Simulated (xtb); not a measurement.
B(Cl)(F)(SeH) (BClFHSe), SMILES FB(Cl)[SeH]. All values are semi-empirical tight-binding results from xtb (GFN2-xTB unless named), good for trends rather than for accurate numbers. Geometry optimised at GFN2-xTB. Other conformers were not sampled.

Optimised geometry:

Bond lengths (Å): B1–Cl2 1.711, B1–F3 1.323, B1–Se4 1.915, Se4–H5 1.443. Bond angles (°): Cl2–B1–F3 119.2, Cl2–B1–Se4 122.2, F3–B1–Se4 118.5, B1–Se4–H5 96.2.
Charge 0, spin multiplicity 1.

| Quantity | Result |
|---|---|
| point group as xtb finds it | Cs |
| orbital gap | 4.17 eV |
| zero-point energy | 9.0 kcal/mol |
| G − E(el) at 298.15 K (modified RRHO) | -9.8 kcal/mol |
| static polarisability (D4 model) | 56.2 bohr³ |
| solvation energy, GFN2-xTB/ALPB(water) | -1.7 kcal/mol |
| solvation energy, GFN2-xTB/ALPB(thf) | -4.4 kcal/mol |

Computed atomic charges and the Wiberg bond orders between heavy atoms:
charges (e) B1 0.48, Cl2 -0.21, F3 -0.25, Se4 -0.18, H5 0.17. Bond orders B1–Cl2 1.12, B1–F3 1.09, B1–Se4 1.17.
